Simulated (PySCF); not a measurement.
Vertical excitations of a molecule C2H5NOSi from TDDFT-PBE/def2-SVPD in PySCF 2.14.0, as energy in eV (oscillator strength): 5.30 (0.011), 5.43 (0.023), 6.03 (0.002), 6.17 (0.006), 6.22 (0.004), 6.28 (0.035), 6.66 (0.017), 6.83 (0.045), 6.96 (0.032), 6.98 (0.007). Lowest triplet (TDA): 4.88 eV. Geometry optimised at B3LYP-D3(BJ)/def2-SVP. Other conformers were not sampled.

Which molecule gave these data?
A) [SiH3]C1=NCO1
B) C#C[Si@H](N)O
C) C[SiH2]N=C=O
D) O=C/N=C/[SiH3]

B, C#C[Si@H](N)O
